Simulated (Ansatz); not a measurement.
Basis sets compared for the cluster Si9⁺ (the lowest doublet isomer of a short search). The state is a doublet with charge 1. Geometry PBE-D4/def2-SVP. Ansatz on 4 threads of Arm Neoverse V2 on a shared host; times are rough, and most runs start from earlier orbitals.

```tsv
atom	x (Å)	y (Å)	z (Å)
Si1	0.988	0.673	-1.786
Si2	-1.649	2.591	1.609
Si3	0.616	-1.840	-1.313
Si4	0.946	-0.348	0.661
Si5	-1.218	0.244	1.650
Si6	-1.305	-0.315	-0.964
Si7	2.810	-0.761	-0.725
Si8	-0.992	-2.034	0.881
Si9	-0.197	1.790	-0.013
```

At PBE0-D4/def2-TZVP a quartet of charge 1 lies 0.17 eV below the doublet, each at its own geometry. The structure comes from a short search, and lower isomers may exist.

```csv
level,functions,energy (Eh),HOMO (eV),LUMO (eV),wall time
PBE-D4/def2-SVP,162,-2603.0521,-9.25,-8.73,6 s
PBE0-D4/def2-SVP,162,-2603.2424,-9.95,-8.13,11 s
```

Estimate the rows for PBE-D4/def2-TZVP, PBE0-D4/def2-TZVP (with forces).


```csv
level,functions,energy (Eh),HOMO (eV),LUMO (eV),wall time
PBE-D4/def2-TZVP,333,-2603.9682,-9.07,-8.54,15 s
PBE0-D4/def2-TZVP (with forces),333,-2604.1550,-9.76,-7.91,2.2 min
```
